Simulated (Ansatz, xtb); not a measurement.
**C6H7N2S+: which of two isomers lies lower**

Structure a: `N#CCC[n+]1ccsc1`, a singlet. Structure b: `C=C1CC[n+]2nscc21`, a singlet. Both are isolated ions in the gas phase, relaxed with PBE-D3(BJ)/def2-SVP; the shapes shown needn't be the lowest conformers.

a (Å):

```yaml
atoms:
  - { symbol: C, position_ang: [0.2530, 1.4556, -0.9862] }
  - { symbol: C, position_ang: [-0.8567, 0.5425, -1.2492] }
  - { symbol: C, position_ang: [-0.9623, -0.5232, -0.1372] }
  - { symbol: C, position_ang: [0.5432, -2.4822, -0.6538] }
  - { symbol: C, position_ang: [1.8067, -2.9544, -0.4173] }
  - { symbol: C, position_ang: [1.3344, -0.8527, 0.7388] }
  - { symbol: N, position_ang: [1.1896, 2.0916, -0.6868] }
  - { symbol: N, position_ang: [0.2923, -1.2915, 0.0141] }
  - { symbol: S, position_ang: [2.6734, -1.8917, 0.6410] }
  - { symbol: H, position_ang: [-1.8142, 1.1035, -1.2860] }
  - { symbol: H, position_ang: [-0.7237, 0.0710, -2.2459] }
  - { symbol: H, position_ang: [-1.1870, -0.0523, 0.8384] }
  - { symbol: H, position_ang: [-1.7707, -1.2426, -0.3639] }
  - { symbol: H, position_ang: [-0.2372, -2.9391, -1.2754] }
  - { symbol: H, position_ang: [2.2679, -3.8727, -0.8034] }
  - { symbol: H, position_ang: [1.3220, 0.0870, 1.3079] }
```

b (Å):

```xyz
16

C     0.5369    0.5759   -1.9666
C    -0.0592   -0.1410   -0.9918
C    -1.5612   -0.3439   -0.7668
C    -1.7098   -1.2366    0.4901
C     1.9031   -1.1800    0.5228
C     0.6269   -0.8797    0.0623
N    -0.3052   -1.4883    0.8833
N     0.0896   -2.2023    1.8941
S     1.7535   -2.1772    1.9120
H    -0.0586    1.1054   -2.7254
H     1.6317    0.6572   -2.0385
H    -2.0691    0.6299   -0.6241
H    -2.0250   -0.8240   -1.6507
H    -2.1965   -2.2140    0.3044
H    -2.2231   -0.7481    1.3415
H     2.8738   -0.8672    0.1159
```

**Question.** Estimate which is lower in electronic energy at CCSD(T)/def2-SVP + ΔMP2/def2-TZVPP, and by roughly how much.

**Answer.** The CCSD(T)/def2-SVP + ΔMP2/def2-TZVPP calculation puts structure a lower, by 20.8 kcal/mol.

Level by level:

```
                             level             geometry  E(b) − E(a) (kcal/mol)  departure from the last row (kcal/mol)  job, with rough time for the two
                          GFN2-xTB             GFN2-xTB                     −11.2                                   −32.0              optimisation, 0.23 s
                         HF/STO-3G             GFN2-xTB                     +18.8                                    −2.0              single point, 0.58 s
                r2SCAN-D4/def2-SVP             GFN2-xTB                     +14.8                                    −6.0               single point, 5.5 s
               PBE-D3(BJ)/def2-SVP  PBE-D3(BJ)/def2-SVP                     +11.5                                    −9.3                optimisation, 41 s
                       HF/def2-SVP  PBE-D3(BJ)/def2-SVP                     +33.9                                   +13.1           part of the CCSD(T) run
                      MP2/def2-SVP  PBE-D3(BJ)/def2-SVP                     +23.3                                    +2.5           part of the CCSD(T) run
                  CCSD(T)/def2-SVP  PBE-D3(BJ)/def2-SVP                     +24.4                                    +3.6                      single point
CCSD(T)/def2-SVP + ΔMP2/def2-TZVPP  PBE-D3(BJ)/def2-SVP                     +20.8                                                     single point, 3.1 min
```

As drawn, b has 1 C=C, 1 C–C, 1 N∷N, 1 N∷S in place of 1 C≡N, 1 C∷N, 1 C∷S (∷ is an aromatic bond). Structure a has a 5-membered ring (with an aromatic ring), b 2 5-membered rings (with an aromatic ring).

GFN2-xTB puts the two in the other order. The largest departure from CCSD(T)/def2-SVP + ΔMP2/def2-TZVPP is that of GFN2-xTB, 32.0 kcal/mol. The last row adds to CCSD(T) the change of the MP2 difference between the two basis sets, here −3.6 kcal/mol, a large step that makes the value less sure.

With thermal terms from frequencies at re-optimised GFN2-xTB minima (ideal gas, soft modes damped towards free rotors, one conformer each, 298.15 K, 1 atm): on the last row, ΔE + ΔZPE = +21.6, ΔH = +21.0, ΔG = +22.5 kcal/mol.

The correlated steps freeze 13 core orbitals. Run with Ansatz 0.2.0, xtb 6.7.1; the last row on 4 threads of Arm Neoverse V1 on a shared host.
